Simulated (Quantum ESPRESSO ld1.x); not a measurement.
Values are calculated unless marked as measured or tabulated.
Question: Species: S6+. Configuration: [Ne]. Code: ld1.x of Quantum ESPRESSO 7.5. Model: scalar-relativistic Kohn-Sham, LDA (Slater exchange, Perdew-Zunger correlation), spin-polarised, spherical densities, point nucleus. Some entries of the table are withheld. Estimate them.

orbital  occ.  eigenvalue (eV)  <r> (bohr)
1s          2              (1)         (2)
2s          2              (3)         (4)
2p          6              (5)         (6)

Answer: 
(1) 1s eigenvalue (eV): -2503.99
(2) 1s <r> (bohr): 0.09712
(3) 2s eigenvalue (eV): -311.819
(4) 2s <r> (bohr): 0.4757
(5) 2p eigenvalue (eV): -258.065
(6) 2p <r> (bohr): 0.4358
